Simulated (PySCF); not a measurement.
Computed IR spectrum (relative IR intensity) of a molecule C3H7NOSi. The structure is a stationary point at PBE-D3(BJ)/def2-SVP. Other conformers were not sampled. All values below come from PBE-D3(BJ)/def2-SVP in PySCF. Frequencies are harmonic and unscaled.

ν (cm⁻¹): 445 (vw), 492 (w), 551 (w), 644 (w), 664 (w), 726 (w), 754 (w), 848 (w), 936 (s), 952 (w), 1013 (w), 1085 (s), 1203 (w), 1403 (vw), 1424 (vw), 1636 (vs), 2166 (m), 2173 (s), 2969 (w), 2999 (w), 3056 (w), 3061 (w), 3066 (vw) (against the strongest line: vs over 80 %, s over 45 %, m over 15 %, w over 4 %, vw less)

Task: Pick the molecule that these values belong to.
A) C[C@@H]1N=C[Si@@H]1O
B) O=C/C=N/C[SiH3]
C) N[Si@]1(O)C=CC1
D) C[C@H]1OC=N[SiH2]1

Result: D, C[C@H]1OC=N[SiH2]1
